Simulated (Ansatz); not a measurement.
An input meant for the cluster B₂Sb (charge 0, doublet; atoms displaced at random, 0.08 Å in each coordinate; with a point charge).

```yaml
crystal:
  periodic: [false, false, false]
  atoms:
    - {symbol: B, position_ang: [-0.227369, 1.030382, 0.113811]}
    - {symbol: B, position_ang: [-0.999975, -0.410102, -0.031191]}
    - {symbol: Sb, position_ang: [1.239528, -0.560761, 0.011290]}
basis:
  gaussian: {orbitals: def2-TZVPP, point_charges: [{charge: 0.50, position_ang: [5.014, -0.506, -0.296]}]}
magnetization: {spin_polarized: true, initial_magnetization: 2}
hamiltonian: {xc: {name: HF}}
correlation: {method: ccsd, electrons: outside_noble_gas}
scf: {lower_state_search: full}
```

```sh
$ ansatz run in.yaml --threads 2 --pin off --events-out ev --progress --plain --max-ram 4352MiB
```

It prints (some lines left out):

```
Error: a molecule whose nuclei and cores have a total charge of 33 cannot have a net charge of 0 together with 2 unpaired electrons
```

In this input the number of unpaired electrons doesn't fit the electron count. The input was rejected before any iteration.
